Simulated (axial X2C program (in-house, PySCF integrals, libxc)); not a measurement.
# F or H: which binds elements of chip processing more strongly?

Computed with an axial X2C code built on PySCF integrals, spin-free (one-electron X2C) or two-component (2c: spin–orbit coupling with atomic mean-field Coulomb and Gaunt terms, which also bring small scalar terms), in Dyall basis sets with cores contracted in-house; open shells are unrestricted.

Level CCSD(T), spin-free. Dyall triple-zeta sets: BF v3z/av3z; BH v3z/v3z; AlF v3z/av3z; AlH v3z/v3z; PF v3z/av3z; PH v3z/v3z; AsF cv3z/av3z; AsH cv3z/v3z. Frozen shells (counts by l): BF F 1s, B 1s, 10 electrons correlated; BH B 1s, H none, 4 electrons correlated; AlF Al 2s1p, F 1s, 10 electrons correlated; AlH Al 2s1p, H none, 4 electrons correlated; PF P 2s1p, F 1s, 12 electrons correlated; PH P 2s1p, H none, 6 electrons correlated; AsF As 3s2p1d, F 1s, 12 electrons correlated; AsH As 3s2p1d, H none, 6 electrons correlated. Coupled cluster in natural virtuals with an MP2 remainder. Where the outer core of a metal is frozen, bonds come out longer and ionisation energies lower.

Diatomic bonds are a first guide to the radicals met in plasma etching, cleaning and deposition, though surfaces and higher halides or oxides behave in their own way.

| element M | state of MF | Re MF (Å) | D0 MF (eV) | state of MH | Re MH (Å) | D0 MH (eV) |
| --- | --- | --- | --- | --- | --- | --- |
| B | M_S = 0, Λ = 0 | 1.274 | 7.63 | M_S = 0, Λ = 0 | 1.236 | 3.48 |
| Al | M_S = 0, Λ = 0 | 1.677 | 6.82 | M_S = 0, Λ = 0 | 1.657 | 3.03 |
| P | M_S = 1, Λ = 0 | 1.614 | 4.36 | M_S = 1, Λ = 0 | 1.430 | 2.91 |
| As | M_S = 1, Λ = 0 | 1.749 | 4.00 | M_S = 1, Λ = 0 | 1.532 | 2.64 |

(1) Work out the energy at 0 K of MF + H → MH + F for each element.

(2) For which element is the exchange to H most and for which least favourable, and what is the energy of AsF + BH → AsH + BF?

Each entry is the lowest single determinant of a limited PBE0 search at one distance. D0 = De minus the zero-point energy; De goes to single-determinant-based atoms at the same level (for ions the charge split of lowest energy) and is withheld (n/a) where an atom does not fit its ground term or J level. Main or longest-lived isotopes. One determinant is a doubtful description, or other states lie close, for AsF, AsH; these need not be ground states, and all values refer to the states named. These D0 were not checked against measured values; triple-zeta sets, frozen cores and single determinants leave errors of some tenths of an eV, more for transition metals.

Answers

(1) ΔE = D0(MF) − D0(MH) at CCSD(T), spin-free: B 4.15, Al 3.79, P 1.45, As 1.36 eV (negative: the exchange gives off energy).

(2) As most (1.36 eV; too close to rank against P), B least (4.15 eV). The atoms cancel in the double exchange: ΔE = 1.36 − (4.15) = -2.79 eV, a figure less sensitive to errors in the atoms than D0 itself.
